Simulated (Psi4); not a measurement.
Pair of molecules, SMILES N with SMILES O=S=O (the first has 4 atoms); geometry from B3LYP-D3(BJ)/def2-TZVP.
(charge 0, multiplicity 1):
| atom | x (Å) | y (Å) | z (Å) |
|---|---|---|---|
| N | 0.0165 | 0.0007 | 0.6224 |
| H | -0.3050 | -0.9267 | 0.3698 |
| H | -0.7781 | 0.6302 | 0.6315 |
| H | 0.6780 | 0.3205 | -0.0751 |
| O | -0.2225 | 0.9455 | 3.5541 |
| S | 0.6394 | -0.1447 | 3.1620 |
| O | 0.1281 | -1.4852 | 3.3262 |

Method: SAPT0/jun-cc-pV(D+d)Z in Psi4.

**Question.** Which attractive term is largest, and how does the interaction split up?

**Answer.** electrostatics -21.31, exchange 25.70, induction -8.92, dispersion -3.78, total -8.30 kcal/mol; the largest attraction is electrostatics.
